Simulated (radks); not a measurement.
Problem. Successive ionisation energies (eV) of one element, from differences of total energies of ions in their ground configurations, starting at charge 6: 124.72, 143.08, 424.19, 484.49, 547.46, 612.93, 680.71. All-electron calculation, non-relativistic Kohn-Sham, PBE, spin-unpolarised, spherical densities, point nucleus. Program: a radial shooting solver on a logarithmic mesh with Libxc functionals. Which element is it?

Solution. Argon (Z = 18). The first species listed is Ar6+ in [Ne] 3s2, the last Ar12+ in [He] 2s2 2p2.
